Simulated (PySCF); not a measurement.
A structure optimised at PBE-D3(BJ)/def2-SVP, used in a PySCF frequency run:

```
C
H 1 1.1135
H 1 1.1135 2 105.98
C 1 1.5007 2 111.48 3 121.47
F 4 1.3372 1 121.26 2 -59.11
C 4 1.3597 5 127.40 1 180.00
H 6 1.0969 4 126.44 5 0.00
C 6 1.4691 7 126.54 4 180.00
C 8 1.3635 6 110.42 7 180.00
H 9 1.0974 8 127.06 6 180.00
H 8 1.0993 9 125.84 10 0.00
```
Charge 0, spin multiplicity 1.

Write its SMILES, formula and point group.

FC1=CC=CC1, C5H5F, Cs

What are its rotational constants (standard atomic weights)?

8.2069, 3.3150, 2.3969 GHz
